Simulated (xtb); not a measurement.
A run for xtb: GFN2-xTB on AlIn, 2S+1 = 3, a spin state set in the input, which need not be the lowest, a point of a bond scan (R = 2.896 Å).

```
$ xtb mol.xyz --gfn 2 --sp --chrg 0 --uhf 2
2

Al     0.00000000     0.00000000     0.00000000
In     0.00000000     0.00000000     2.89568900
```

Program output:

```
[...]
           -------------------------------------------------
          |                Calculation Setup                |
           -------------------------------------------------



           -------------------------------------------------
          |                 G F N 2 - x T B                 |
           -------------------------------------------------

        Reference                      10.1021/acs.jctc.8b01176
      * Hamiltonian:
        H0-scaling (s, p, d)           1.850000    2.230000    2.230000
        zeta-weighting                 0.500000
      * Dispersion:
        s8                             2.700000
        a1                             0.520000
        a2                             5.000000
        s9                             5.000000
      * Repulsion:
        kExp                           1.500000    1.000000
        rExp                           1.000000
      * Coulomb:
        alpha                          2.000000
        third order                    shell-resolved
        anisotropic                    true
        a3                             3.000000
        a5                             4.000000
        cn-shift                       1.200000
        cn-exp                         4.000000
        max-rad                        5.000000


          ...................................................
          :                      SETUP                      :
          :.................................................:
          :  # basis functions                  20          :
          :  # atomic orbitals                  18          :
          :  # shells                            6          :
          :  # electrons                         6          :
          :  max. iterations                   250          :
          :  Hamiltonian                  GFN2-xTB          :
          :  restarted?                      false          :
          :  GBSA solvation                  false          :
          :  PC potential                    false          :
          :  electronic temp.          300.0000000     K    :
          :  accuracy                    1.0000000          :
          :  -> integral cutoff          0.2500000E+02      :
          :  -> integral neglect         0.1000000E-07      :
          :  -> SCF convergence          0.1000000E-05 Eh   :
          :  -> wf. convergence          0.1000000E-03 e    :
          :  Broyden damping             0.4000000          :
          :  net charge                          0          :
          :  unpaired electrons                  2          :
          ...................................................

 iter      E             dE          RMSdq      gap      omega  full diag
   1     -2.1057937 -0.210579E+01  0.597E+01    0.00       0.0  T
   2     -2.1123500 -0.655630E-02  0.331E+01    0.00       1.0  T
   3     -2.1120270  0.323024E-03  0.233E+00    0.00       1.0  T
   4     -2.1113788  0.648262E-03  0.477E+00    0.00       1.0  T
   5     -2.1126764 -0.129762E-02  0.614E-01    0.00       1.0  T
   6     -2.1126808 -0.440785E-05  0.879E-01    0.00       1.0  T
   7     -2.1127014 -0.206315E-04  0.316E-01    0.00       1.0  T
   8     -2.1127027 -0.124201E-05  0.378E-02    0.00       1.9  T
   9     -2.1127027 -0.172644E-07  0.191E-02    0.00       3.7  T
  10     -2.1127027 -0.367362E-08  0.139E-03    0.00      50.8  T
  11     -2.1127027 -0.534830E-10  0.575E-05    0.00    1229.3  T
  12     -2.1127027 -0.289546E-12  0.119E-05    0.00    5966.6  T

   *** convergence criteria satisfied after 12 iterations ***

         #    Occupation            Energy/Eh            Energy/eV
      -------------------------------------------------------------
         1        2.0000           -0.4887836             -13.3005
         2        2.0000           -0.3322947              -9.0422
         3        1.0000           -0.2196345              -5.9766
         4        0.5000           -0.2074213              -5.6442 (HOMO)
         5        0.5000           -0.2074213              -5.6442 (LUMO)
         6                         -0.1725450              -4.6952
         7                         -0.1725450              -4.6952
         8                         -0.1244791              -3.3872
         9                         -0.0947298              -2.5777
       ...                                ...                  ...
        18                          0.7365414              20.0423
      -------------------------------------------------------------
                  HL-Gap            0.0000000 Eh            0.0000 eV
             Fermi-level           -0.2416929 Eh           -6.5768 eV

 transition dipole moment (au) for excitation:           3           4
     X       Y       Z
  -0.1029   0.0028   0.0000  total (au/Debye):    0.103   0.262
 dE (eV)             :    0.332
 oscillator strength :  0.12199E-03

 SCC (total)                   0 d,  0 h,  0 min,  0.007 sec
 SCC setup                      ...        0 min,  0.000 sec (  3.218%)
 Dispersion                     ...        0 min,  0.000 sec (  0.527%)
 classical contributions        ...        0 min,  0.000 sec (  0.387%)
 integral evaluation            ...        0 min,  0.001 sec ( 14.336%)
 iterations                     ...        0 min,  0.003 sec ( 45.110%)
 molecular gradient             ...        0 min,  0.001 sec ( 14.829%)
 printout                       ...        0 min,  0.002 sec ( 21.190%)

         :::::::::::::::::::::::::::::::::::::::::::::::::::::
         ::                     SUMMARY                     ::
         :::::::::::::::::::::::::::::::::::::::::::::::::::::
         :: total energy              -2.111575394775 Eh    ::
         :: gradient norm              0.010647453948 Eh/a0 ::
         :: HOMO-LUMO gap              0.000000000000 eV    ::
         ::.................................................::
         :: SCC energy                -2.112702688747 Eh    ::
         :: -> isotropic ES            0.000977759441 Eh    ::
         :: -> anisotropic ES          0.000831775290 Eh    ::
         :: -> anisotropic XC          0.001033385286 Eh    ::
         :: -> dispersion             -0.001196491197 Eh    ::
         :: repulsion energy           0.001127293972 Eh    ::
         :: add. restraining           0.000000000000 Eh    ::
         :: total charge              -0.000000000000 e     ::
         :::::::::::::::::::::::::::::::::::::::::::::::::::::

           -------------------------------------------------
          |                Property Printout                |
           -------------------------------------------------

    * Orbital Energies and Occupations

         #    Occupation            Energy/Eh            Energy/eV
      -------------------------------------------------------------
         1        2.0000           -0.4887836             -13.3005
         2        2.0000           -0.3322947              -9.0422
         3        1.0000           -0.2196345              -5.9766
         4        0.5000           -0.2074213              -5.6442 (HOMO)
         5        0.5000           -0.2074213              -5.6442 (LUMO)
         6                         -0.1725450              -4.6952
         7                         -0.1725450              -4.6952
         8                         -0.1244791              -3.3872
         9                         -0.0947298              -2.5777
        10                         -0.0947298              -2.5777
        11                         -0.0762756              -2.0756
        12                         -0.0762756              -2.0756
        13                          0.0102349               0.2785
        14                          0.0102349               0.2785
Note: The following floating-point exceptions are signalling: IEEE_DENORMAL
normal termination of xtb
        15                          0.0221964               0.6040
       ...                                ...                  ...
        18                          0.7365414              20.0423
      -------------------------------------------------------------
                  HL-Gap            0.0000000 Eh            0.0000 eV
             Fermi-level           -0.2416929 Eh           -6.5768 eV

     #   Z          covCN         q      C6AA      α(0)
     1  13 Al       0.815    -0.090   403.248    52.359
     2  49 In       0.815     0.090   543.943    61.203

 Mol. C6AA /au·bohr⁶  :       1880.814127
 Mol. C8AA /au·bohr⁸  :     230230.074879
 Mol. α(0) /au        :        113.562764


Wiberg/Mayer (AO) data.
largest (>0.10) Wiberg bond orders for each atom

 ---------------------------------------------------------------------------
     #   Z sym  total        # sym  WBO       # sym  WBO       # sym  WBO
 ---------------------------------------------------------------------------
     1  13 Al   1.103 --     2 In   1.103
     2  49 In   1.103 --     1 Al   1.103
 ---------------------------------------------------------------------------

Topologies differ in total number of bonds
Writing topology from bond orders to xtbtopo.mol

molecular dipole:
                 x           y           z       tot (Debye)
 q only:        0.000       0.000       0.493
   full:       -0.000       0.000       1.028       2.613
molecular quadrupole (traceless):
                xx          xy          yy          xz          yz          zz
 q only:       -1.350       0.000      -1.350       0.000       0.000       2.699
  q+dip:       -4.278       0.000      -4.278      -0.000       0.000       8.556
   full:       -0.519       0.000      -0.519      -0.000       0.000       1.037


           -------------------------------------------------
          | TOTAL ENERGY               -2.111575394775 Eh   |
          | GRADIENT NORM               0.010647453948 Eh/α |
          | HOMO-LUMO GAP               0.000000000000 eV   |
           -------------------------------------------------

------------------------------------------------------------------------
------------------------------------------------------------------------
 total:
 SCF:
```

The run finished.

Cost: around 0.07 core-seconds (rough).
